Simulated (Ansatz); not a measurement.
```xyz
8

Na   -1.2112   -1.2202   -1.2068
Cl   -1.4019   -1.3942    1.4008
Cl   -1.4061    1.4064   -1.4129
Na   -1.2132    1.2197    1.2165
Cl    1.4064   -1.4114   -1.3981
Na    1.2117   -1.2123    1.2014
Na    1.2108    1.2213   -1.2122
Cl    1.4063    1.3966    1.3970
```

RHF-MP2 on singlet Na₄Cl₄ was run in several spherical basis sets with Ansatz (development build ahead of 0.2.0). Frozen core: 24 orbitals.

(1) Rank the basis sets by the total energy that they give, lowest first, with the distance from the lowest.
A. 6-31G(d)
B. cc-pVDZ
C. STO-3G
D. def2-SVP

Results:

(1) B (0.00 eV), A (4.59 eV), D (22.79 eV), C (760.65 eV).

Totals follow the description of the cores as much as that of the bonds, so this order isn't one of quality for chemistry.
